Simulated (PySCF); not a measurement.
Species: C6H2FOS (charge -1).
Atom-mapped SMILES: `[CH:1]#[C:2][c:3]1[cH:4][o:5][c:6]([S-:7])[c:8]1[F:9]` (hydrogens: H10 on C1; H11 on C4)

A PySCF run (density fitting, gas phase, GFN2-xTB geometry) gave HOMO 0.45 eV, LUMO 2.50 eV.

**Question.** Which of these levels was it?
A. HCTH407/pcSseg-1
B. PBE0/pcSseg-1
C. HCTH407/aug-cc-pVDZ
D. KT2/pcSseg-0
E. CAM-B3LYP/STO-3G

**Answer.** A. It is HCTH407/pcSseg-1. All candidates on this geometry:

```tsv
level and settings	kind	basis functions	SCF cycles	E (Eh)	HOMO (eV)	LUMO (eV)
HCTH407/pcSseg-1	GGA	170	18	-802.9603	0.45	2.50
KT2/pcSseg-0	GGA	89	19	-811.3263	0.79	2.85
HCTH407/aug-cc-pVDZ	GGA	229	18	-803.0843	0.01	2.06
PBE0/pcSseg-1	global hybrid	170	15	-802.4103	-0.41	3.31
CAM-B3LYP/STO-3G, fitting basis def2-qzvpp-jkfit	range-separated hybrid	51	11	-792.9407	3.42	8.93
```

The nearest other candidate, by the summed differences of HOMO and LUMO, is KT2/pcSseg-0: its HOMO differs by +0.34 eV and its LUMO by +0.35 eV. Cycle counts include a coarse-grid stage where the run had one. KT2 was designed for NMR shieldings or shifts; total energies of different functionals aren't comparable. The HOMO energy is positive at CAM-B3LYP/STO-3G, HCTH407/aug-cc-pVDZ, HCTH407/pcSseg-1 and KT2/pcSseg-0; such an orbital is held in place by the finite basis.
